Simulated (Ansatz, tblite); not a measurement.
Forces on `C=C/C=C/C=C/C=C/C=C/C=C/C=C/C=C/C=C/C=C/C=C/C=C/C=C/C=C` at its PBE-D4/def2-SVP geometry. Charge 0, multiplicity 1.

The xTB rows come from tblite. Correlated methods freeze 28 core orbitals. Single mean-field runs in def2-TZVP are fitted with def2-universal-jkfit. The restricted singlet is unstable towards broken spin symmetry at other levels; at PBE0-D4/def2-TZVP this wasn't settled. At PBE-QIDH/def2-TZVP the restricted singlet (for correlated methods, its reference) is unstable: a solution with broken spin symmetry lies lower.

GFN2-xTB (tblite), largest force 0.82 eV/Å:

```xyz
58
positions Å, forces eV/Å
C     1.387    9.872   13.469   -0.248   -0.424   -0.460
C     0.730    8.980   12.682    0.151    0.431    0.511
C     1.245    8.433   11.452    0.004   -0.305   -0.449
C     0.573    7.529   10.662    0.026    0.288    0.407
C     1.079    6.984    9.442    0.001   -0.250   -0.372
C     0.404    6.076    8.650    0.008    0.238    0.345
C     0.909    5.533    7.435    0.006   -0.222   -0.329
C     0.235    4.622    6.639    0.000    0.211    0.314
C     0.742    4.082    5.426    0.009   -0.202   -0.305
C     0.070    3.170    4.628   -0.006    0.197    0.296
C     0.578    2.632    3.417    0.011   -0.192   -0.291
C    -0.093    1.719    2.616   -0.009    0.188    0.287
C     0.416    1.182    1.406    0.011   -0.186   -0.284
C    -0.254    0.269    0.604   -0.010    0.185    0.283
C     0.255   -0.267   -0.606    0.010   -0.186   -0.282
C    -0.416   -1.180   -1.407   -0.010    0.186    0.285
C     0.092   -1.717   -2.618    0.009   -0.189   -0.286
C    -0.579   -2.630   -3.418   -0.010    0.191    0.292
C    -0.071   -3.168   -4.629    0.006   -0.197   -0.296
C    -0.744   -4.081   -5.427   -0.009    0.202    0.306
C    -0.237   -4.621   -6.640    0.001   -0.212   -0.314
C    -0.911   -5.533   -7.435   -0.005    0.220    0.330
C    -0.406   -6.075   -8.650   -0.007   -0.239   -0.344
C    -1.080   -6.985   -9.442   -0.001    0.251    0.371
C    -0.574   -7.530  -10.662   -0.025   -0.290   -0.406
C    -1.244   -8.436  -11.450   -0.002    0.301    0.452
C    -0.727   -8.983  -12.680   -0.152   -0.429   -0.513
C    -1.382   -9.879  -13.465    0.228    0.458    0.437
H     2.389   10.243   13.196   -0.742   -0.264    0.229
H     0.944   10.259   14.398    0.351   -0.279   -0.685
H    -0.275    8.635   12.990    0.634    0.205   -0.208
H     2.248    8.769   11.132   -0.638   -0.192    0.236
H    -0.430    7.196   10.986    0.624    0.192   -0.225
H     2.081    7.317    9.117   -0.626   -0.194    0.224
H    -0.599    5.743    8.975    0.625    0.195   -0.221
H     1.912    5.866    7.110   -0.625   -0.196    0.219
H    -0.767    4.288    6.964    0.625    0.198   -0.218
H     1.745    4.416    5.102   -0.625   -0.198    0.217
H    -0.933    2.835    4.951    0.625    0.199   -0.216
H     1.581    2.967    3.093   -0.625   -0.199    0.215
H    -1.095    1.383    2.939    0.624    0.201   -0.215
H     1.419    1.518    1.083   -0.624   -0.200    0.215
H    -1.257   -0.067    0.927    0.624    0.201   -0.215
H     1.257    0.069   -0.929   -0.625   -0.200    0.215
H    -1.418   -1.517   -1.084    0.624    0.201   -0.215
H     1.095   -1.381   -2.942   -0.624   -0.200    0.215
H    -1.581   -2.966   -3.093    0.624    0.200   -0.216
H     0.931   -2.832   -4.954   -0.624   -0.199    0.217
H    -1.745   -4.417   -5.101    0.624    0.199   -0.218
H     0.765   -4.285   -6.966   -0.625   -0.198    0.219
H    -1.912   -5.868   -7.108    0.624    0.198   -0.221
H     0.596   -5.740   -8.977   -0.625   -0.196    0.221
H    -2.081   -7.320   -9.115    0.625    0.196   -0.226
H     0.428   -7.193  -10.987   -0.623   -0.193    0.225
H    -2.246   -8.776  -11.129    0.637    0.194   -0.237
H     0.275   -8.634  -12.989   -0.631   -0.212    0.212
H    -2.385  -10.248  -13.194    0.750    0.253   -0.220
H    -0.940  -10.260  -14.398   -0.344    0.265    0.694
```

PBE0-D4/def2-TZVP (Ansatz), largest force 0.78 eV/Å:

```
C -0.255 -0.379 -0.389
C 0.083 0.416 0.548
C -0.085 -0.467 -0.617
C 0.082 0.466 0.624
C -0.076 -0.461 -0.622
C 0.078 0.460 0.617
C -0.070 -0.457 -0.615
C 0.073 0.453 0.611
C -0.067 -0.450 -0.609
C 0.068 0.448 0.606
C -0.064 -0.446 -0.605
C 0.066 0.444 0.604
C -0.064 -0.443 -0.603
C 0.065 0.442 0.602
C -0.065 -0.443 -0.602
C 0.065 0.443 0.603
C -0.066 -0.445 -0.603
C 0.065 0.446 0.606
C -0.068 -0.448 -0.605
C 0.067 0.449 0.610
C -0.072 -0.454 -0.610
C 0.071 0.455 0.616
C -0.077 -0.462 -0.616
C 0.075 0.463 0.621
C -0.080 -0.468 -0.623
C 0.087 0.464 0.619
C -0.081 -0.418 -0.547
C 0.234 0.415 0.365
H -0.538 -0.209 0.143
H 0.230 -0.231 -0.515
H 0.527 0.188 -0.147
H -0.515 -0.174 0.161
H 0.512 0.176 -0.157
H -0.511 -0.174 0.160
H 0.511 0.175 -0.159
H -0.511 -0.173 0.159
H 0.511 0.175 -0.159
H -0.511 -0.174 0.159
H 0.511 0.175 -0.159
H -0.511 -0.174 0.158
H 0.510 0.176 -0.159
H -0.510 -0.175 0.158
H 0.510 0.176 -0.159
H -0.511 -0.175 0.158
H 0.510 0.176 -0.159
H -0.510 -0.175 0.159
H 0.510 0.175 -0.159
H -0.510 -0.175 0.159
H 0.510 0.175 -0.160
H -0.511 -0.175 0.159
H 0.510 0.175 -0.160
H -0.511 -0.175 0.159
H 0.511 0.175 -0.161
H -0.512 -0.177 0.158
H 0.514 0.176 -0.162
H -0.524 -0.194 0.150
H 0.545 0.197 -0.134
H -0.223 0.218 0.524
```

PBE-QIDH/def2-TZVP (Ansatz), largest force 1.06 eV/Å:

```
C -0.235 -0.389 -0.423
C -0.051 0.464 0.729
C 0.016 -0.563 -0.842
C -0.029 0.577 0.879
C 0.025 -0.580 -0.881
C -0.027 0.581 0.882
C 0.032 -0.581 -0.881
C -0.030 0.577 0.879
C 0.035 -0.575 -0.877
C -0.034 0.573 0.874
C 0.037 -0.571 -0.873
C -0.036 0.568 0.871
C 0.037 -0.568 -0.871
C -0.037 0.567 0.870
C 0.037 -0.568 -0.870
C -0.037 0.567 0.871
C 0.036 -0.570 -0.871
C -0.036 0.570 0.874
C 0.034 -0.573 -0.873
C -0.034 0.574 0.878
C 0.030 -0.578 -0.878
C -0.031 0.579 0.882
C 0.028 -0.583 -0.881
C -0.026 0.582 0.880
C 0.031 -0.579 -0.877
C -0.015 0.560 0.845
C 0.053 -0.466 -0.729
C 0.213 0.427 0.397
H -0.670 -0.268 0.165
H 0.272 -0.293 -0.641
H 0.663 0.241 -0.179
H -0.634 -0.220 0.191
H 0.633 0.221 -0.189
H -0.628 -0.218 0.190
H 0.628 0.219 -0.189
H -0.626 -0.217 0.188
H 0.626 0.219 -0.189
H -0.625 -0.218 0.188
H 0.626 0.219 -0.188
H -0.625 -0.218 0.187
H 0.625 0.219 -0.188
H -0.625 -0.219 0.188
H 0.624 0.219 -0.188
H -0.625 -0.218 0.188
H 0.624 0.219 -0.188
H -0.625 -0.219 0.188
H 0.624 0.219 -0.189
H -0.625 -0.219 0.189
H 0.624 0.219 -0.189
H -0.626 -0.219 0.189
H 0.625 0.219 -0.190
H -0.628 -0.219 0.189
H 0.627 0.220 -0.191
H -0.632 -0.223 0.189
H 0.633 0.223 -0.192
H -0.660 -0.248 0.182
H 0.678 0.255 -0.156
H -0.265 0.279 0.650
```
